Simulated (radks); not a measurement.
Results of a calculation; reference values are marked as such.
The ytterbium ion Yb+, 69 electrons, occupied as [Xe] 4f14 6s1 (the NIST ground configuration). Level of theory: Dirac Kohn-Sham, exchange-only LDA, spin-unpolarised, spherical densities, point nucleus (a radial shooting solver on a logarithmic mesh with Libxc functionals).

Normalised radial functions P(r) = r R(r) (large component), r in bohr:

```
   r/bohr * 4d5/2, o 4f7/2 (the largest magnitude, 1.45, reaches the edge; | marks zero, & curves that meet)
 0.001799                             &
 0.002458                             &
 0.003332                             &
 0.004552                             &
 0.006169                             &
 0.008427                             &
  0.01142                             &
  0.01548                             &
  0.02115                             o*
  0.02866                             o *
  0.03915                             o  *
  0.05306                             o     *
  0.07249                             |o        *
  0.09825                             | o           *
   0.1342                             |   o           *
   0.1819                             |       o  *
   0.2465                           * |            o
   0.3368           *                 |                  o
   0.4565  *                          |                    o
   0.6236     *                       |                   o
   0.8451              *              |               o
    1.155                       *     |          o
    1.565                            *|      o
    2.138                             *   o
    2.897                             * o
    3.926                             *o
    5.364                             &
     7.27                             &
    9.932                             &
```

4d5/2: eigenvalue -178.99 eV, 1 radial node at r = 0.238 bohr, <r> = 0.565 bohr, 90 % of the charge inside 0.851 bohr. 4f7/2: eigenvalue -7.971 eV, 0 radial nodes, <r> = 0.802 bohr, 90 % of the charge inside 1.42 bohr.
